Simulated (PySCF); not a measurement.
Cl3Ge, SMILES [Cl][Ge]([Cl])[Cl] (connectivity only; charge and spin as stated), charge +1, multiplicity 1.

Geometry optimised at B3LYP-D3(BJ)/def2-SVP. The multiplicity is an assumed one; other spin states were not compared. The isomer is the one that the SMILES or the coordinates give; other isomers of the formula were not compared.

Two levels are set side by side: TDA-PBE/def2-SVPD (PySCF) and TDA-LC-ωPBE/def2-SVPD (PySCF). Vertical, same geometry. The lowest singlet is HOMO→LUMO 100 % with PBE and HOMO→LUMO 96 % with the other functional; states are paired by order. Differences are taken from unrounded values.

| quantity | TDA-LC-ωPBE | TDA-PBE | TDA-PBE minus TDA-LC-ωPBE |
|---|---|---|---|
| lowest singlet excitation (eV) | 5.60 | 4.12 | -1.48 |
| lowest triplet excitation (TDA) (eV) | 5.00 | 3.73 | -1.27 |
| first bright state (f over 0.05) (eV) | 6.80 | 5.57 | -1.22 |
| its oscillator strength | 0.10 | 0.07 | -0.03 |

A lower first singlet is the usual sign of a functional without exact exchange. Differences between two approximate levels are no errors against the true value.

Rough cost on one machine, each run with all the roots and properties that it gave: TDA-LC-ωPBE against TDA-PBE about 2 times.
